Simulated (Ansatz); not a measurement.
Computed with Ansatz on PBE0-D4/def2-TZVP structures; ΔE is electronic, products minus reactants. CCSD(T)/CBS is the MP2 limit (def2-TZVPP, def2-QZVPP) plus CCSD(T) − MP2 in def2-TZVPP, frozen cores. This one scheme is used for every species. Functionals use def2-TZVPP. B3LYP here is the variant with VWN-RPA as its local correlation; programs differ in this. For Mg outer-core shells are correlated without core-valence functions, which leaves a few kJ/mol of doubt a bond. Each species was taken in one conformer, which may not be the lowest.

`C[CH2][Mg][O][SiH3]` + CH₃OH → `C[CH2][Mg][O]C` + silanol  (ligand exchange at a Mg–O bond)

| level | ΔE (kJ/mol) |
| --- | --- |
| PBE-D4 | 35.5 |
| B3LYP-D4 | 37.4 |
| RPA@PBE/def2-TZVPP | 41.9 |
| CCSD(T)/def2-TZVPP | 41.3 |

Task: What does CCSD(T)/CBS give? (An estimate is asked.)

Result: Ansatz gave: +41.7 kJ/mol. The listed levels differ from it by -6.2, -4.3, 0.2, -0.4 kJ/mol.

Largest T1 diagnostic among the species: 0.011.

From BLYP to BHLYP (50 % exact exchange), in def2-TZVPP and without D4, ΔE moves by +4.3 kJ/mol. Leaving LDA and LC-ωPBE aside and taking each functional with its dispersion term where it has one, the values, not all of them listed here, spread over 5.3 kJ/mol, from PBE-D4 to B97M-V. LDA lies −3.3 kJ/mol from PBE without D4.

CCSD(T)/CBS has its own doubt, a few kJ/mol and more with outer-core shells, so smaller differences from it don't rank the levels.
